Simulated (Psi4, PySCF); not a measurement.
Input for PySCF:
```python
from pyscf import gto, scf, dft

mol = gto.Mole()
mol.atom = '''
    N    -0.001457   -0.000790    0.349071
    C    -0.006831    1.403606   -0.098896
    C     1.219405   -0.695183   -0.098525
    C    -1.211296   -0.707730   -0.108702
    H    -0.002470    1.441351   -1.187098
    H     0.873397    1.924963    0.272714
    H    -0.895476    1.915832    0.265308
    H     1.254596   -0.710204   -1.186717
    H     1.229226   -1.720741    0.265951
    H     2.105741   -0.184277    0.273087
    H    -1.237217   -0.723067   -1.197150
    H    -2.105939   -0.206018    0.255454
    H    -1.213580   -1.733351    0.255724
    H    -0.005745   -0.003113    1.375966
'''
mol.basis = 'cc-pvdz'
mol.charge = 1
mol.spin = 0
mol.verbose = 4
mol.build()

mf = dft.RKS(mol)
mf.xc = 'pbe0'
mf.grids.atom_grid = (99, 590)
mf.grids.prune = None
mf.kernel()
```

Q: Convert this to an input for Psi4.

A: Several could match; the one computed here: 
```
memory 2 GB

molecule {
1 1
N    -0.00145735   -0.00078979    0.34907080
C    -0.00683148    1.40360564   -0.09889597
C     1.21940542   -0.69518278   -0.09852509
C    -1.21129590   -0.70773025   -0.10870151
H    -0.00247043    1.44135056   -1.18709760
H     0.87339726    1.92496286    0.27271406
H    -0.89547623    1.91583180    0.26530846
H     1.25459564   -0.71020410   -1.18671739
H     1.22922597   -1.72074149    0.26595109
H     2.10574056   -0.18427709    0.27308679
H    -1.23721663   -0.72306702   -1.19714967
H    -2.10593863   -0.20601809    0.25545409
H    -1.21357974   -1.73335144    0.25572399
H    -0.00574458   -0.00311317    1.37596602
}

set {
  basis cc-pvdz
  scf_type pk
  puream true
  d_convergence 1e-8
  dft_radial_points 99
  dft_spherical_points 590
}

energy('pbe0')
print_variables()
```

Both were run: PySCF gave -174.635422 Eh and Psi4 -174.635421 Eh, 0.001 mEh apart.
